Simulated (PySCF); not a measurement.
PySCF input for SbF₃, SMILES [F][Sb]([F])[F], IEF-PCM-ωB97X/def2-SVP. The structure is a stationary point at PBE-D3(BJ)/def2-SVP. The isomer is the one that the SMILES or the coordinates give; other isomers of the formula were not compared. The def2 effective core potentials stand for the cores of Sb; spin–orbit coupling is left out.

```python
import numpy as np
from pyscf import gto, scf, dft
from pyscf.solvent import pcm

mol = gto.M(
    atom='''
    Sb    0.00000000   -0.00000000    0.34761265
    F    -1.44069836   -0.83178759   -0.65660167
    F    -0.00000001    1.66357519   -0.65660166
    F     1.44069837   -0.83178758   -0.65660167
    ''',
    basis='def2-SVP',
    ecp={'Sb': 'def2-svp'},
    charge=0,
    spin=0,
    max_memory=1600,
    verbose=3,
)
mf = dft.RKS(mol, xc='wb97x').density_fit(auxbasis='def2-universal-jkfit')
mf.grids.level = 3
mf.conv_tol = 1e-9
mf.max_cycle = 100
mf.kernel()
res = {}
for name, eps in {'water': 78.355, '2-propanol': 19.264, 'toluene': 2.3741}.items():
    s = mf.PCM()
    s.with_solvent.method, s.with_solvent.eps, s.with_solvent.lebedev_order = 'IEF-PCM', eps, 29
    s.kernel(mf.make_rdm1())
    res[name] = (s.e_tot, eps, s.dip_moment(), s.mo_energy, s.converged)
    print(f'{name}: electrostatic solvation free energy {(s.e_tot - mf.e_tot) * 627.509474:.3f} kcal/mol')
```

Output:

```
converged SCF energy = -539.589790392242

WARN: PCM is an experimental feature. It is still in testing.
Features and APIs may be changed in the future.

converged SCF energy = -539.604966112818
Dipole moment(X, Y, Z, Debye): -0.00000, -0.00061,  4.98857
water: electrostatic solvation free energy -9.523 kcal/mol

WARN: PCM is an experimental feature. It is still in testing.
Features and APIs may be changed in the future.

converged SCF energy = -539.604001674436
Dipole moment(X, Y, Z, Debye): -0.00000, -0.00054,  4.93225
2-propanol: electrostatic solvation free energy -8.918 kcal/mol

WARN: PCM is an experimental feature. It is still in testing.
Features and APIs may be changed in the future.

converged SCF energy = -539.596826374844
Dipole moment(X, Y, Z, Debye): -0.00000, -0.00007,  4.51841
toluene: electrostatic solvation free energy -4.415 kcal/mol
```

Self-consistency was reached.

Cost: about 30 core-seconds (a rough figure).
